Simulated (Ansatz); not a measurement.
Geometry optimisation of CrI₂⁺.

```yaml
crystal:
  periodic: [false, false, false]
  atoms:
    - {symbol: Cr, position_ang: [-0.000413, -0.000237, -0.000008]}
    - {symbol: I, position_ang: [-0.015972, -0.020163, 2.535196]}
    - {symbol: I, position_ang: [0.016385, 0.020410, -2.535187]}
basis:
  gaussian: {orbitals: def2-TZVP}
total_charge: 1
magnetization: {spin_polarized: true, initial_magnetization: 3}
hamiltonian: {xc: pbe0, dispersion: d4}
scf: {lower_state_search: "off"}
output: {orbitals: {seedname: orbitals}}
relax: {f_tol: 0.02, max_steps: 100}
```

```sh
$ ansatz run in.yaml --threads 4 --pin off --events-out ev --progress --plain --max-ram 3916MiB
```

It prints (some lines left out):

```
Functional definition: PBE0
mean field -44612.49274105 eV, -1639.4788687998 hartree, gradient 5.8e-6 eV, S^2 4.600124; 0 other end points of the search recorded, 0 dependent functions left out
relax step   1: F+E_penalty+E_count = -44612.58572291 eV  Δ(F+E_penalty+E_count) = +0.000e0 eV  max|allowed force component| = 5.678e-1 eV/Å  Δτ_max = 0.0000 Å  (59 SCF iters, accepted)
mean field -44612.52425964 eV, -1639.4800270868 hartree, gradient 1.9e-6 eV, S^2 4.482128; 0 other end points of the search recorded, 0 dependent functions left out
relax step   2: F+E_penalty+E_count = -44612.62014518 eV  Δ(F+E_penalty+E_count) = -3.442e-2 eV  max|allowed force component| = 1.984e-1 eV/Å  Δτ_max = 0.0825 Å  (30 SCF iters, accepted)
mean field -44612.52859290 eV, -1639.4801863310 hartree, gradient 4.9e-6 eV, S^2 4.512119; 0 other end points of the search recorded, 0 dependent functions left out
relax step   3: F+E_penalty+E_count = -44612.62373370 eV  Δ(F+E_penalty+E_count) = -3.589e-3 eV  max|allowed force component| = 2.111e-2 eV/Å  Δτ_max = 0.0206 Å  (27 SCF iters, accepted)
mean field -44612.52856117 eV, -1639.4801851649 hartree, gradient 3.2e-6 eV, S^2 4.509071; 0 other end points of the search recorded, 0 dependent functions left out
relax step   4: F+E_penalty+E_count = -44612.62377746 eV  Δ(F+E_penalty+E_count) = -4.376e-5 eV  max|allowed force component| = 3.723e-4 eV/Å  Δτ_max = 0.0021 Å  (19 SCF iters, accepted)
Total energy: -44612.62380511 eV, -1639.4836853154 hartree
Atom 0 at    -0.000324    -0.000185    -0.000003 Å, force     0.000034     0.000020    -0.000001 eV/Å
Atom 1 at    -0.015609    -0.019677     2.471270 Å, force    -0.000020    -0.000013     0.000372 eV/Å
Atom 2 at     0.015933     0.019873    -2.471266 Å, force    -0.000015    -0.000007    -0.000371 eV/Å
Dipole moment:    -0.000233    -0.000135    -0.000003 e Å
Checks for a lower state left out: stability, starts, cluster_reference, orbital_swaps, neighbouring_geometries, increment
```

Run time 13 s (4 threads of Arm Neoverse V2 on a shared host).

In the def2 sets I takes a core potential; there is no spin–orbit coupling. The relaxed charge 1 quartet is spin-contaminated (final ⟨S²⟩ up to 4.51, 3.75 for a pure state). The relaxation made no stability test and no search for a lower SCF solution.
